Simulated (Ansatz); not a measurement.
Bond stretch in AlH (anion, charge -1), lowest doublet found (which spin is the ground state isn't settled by this scan).

- UCCSD(T) = Ansatz (an electronic-structure program) with CCSD(T) on UHF/aug-cc-pVTZ, frozen core
- ROHF/aug-cc-pVTZ (Ansatz)
- FCI = Ansatz with full CI/aug-cc-pVTZ, frozen core

Energies relative to the lowest point of each curve between 1.38 and 2.04 Å, where full CI is lowest, in kcal/mol:

```json
[
 {"R / Å": "1.19", "UCCSD(T)": "53.5", "ROHF": "53.3"},
 {"R / Å": "1.27", "UCCSD(T)": "32.8", "ROHF": "32.5"},
 {"R / Å": "1.31", "UCCSD(T)": "25.1", "ROHF": "24.7"},
 {"R / Å": "1.44", "UCCSD(T)": "8.9", "ROHF": "8.4"},
 {"R / Å": "1.53", "UCCSD(T)": "3.2", "ROHF": "2.8"},
 {"R / Å": "1.71", "UCCSD(T)": "0.0", "ROHF": "0.0"},
 {"R / Å": "1.80", "UCCSD(T)": "0.8", "ROHF": "1.1"},
 {"R / Å": "1.91", "UCCSD(T)": "3.1", "ROHF": "3.7"},
 {"R / Å": "2.41", "UCCSD(T)": "18.4", "ROHF": "20.3"},
 {"R / Å": "3.38", "UCCSD(T)": "40.5", "ROHF": "41.6"},
 {"R / Å": "3.82", "UCCSD(T)": "46.1", "ROHF": "46.3"},
 {"R / Å": "4.38", "UCCSD(T)": "50.7", "ROHF": "50.1"}
]
```

**Question.** Predict the corresponding FCI column.

**Answer.** 1.19: 53.4; 1.27: 32.7; 1.31: 25.0; 1.44: 8.8; 1.53: 3.2; 1.71: 0.0; 1.80: 0.8; 1.91: 3.1; 2.41: 18.3; 3.38: 40.0; 3.82: 45.6; 4.38: 50.4 (kcal/mol).

The unrestricted determinant behind UCCSD(T) is spin-contaminated at 1.10 to 1.80, 2.99 to 5.18 Å (<S²> up to 1.7, against 0.75 for a pure doublet). Where the anion isn't bound against loss of the electron, the finite basis alone holds it.
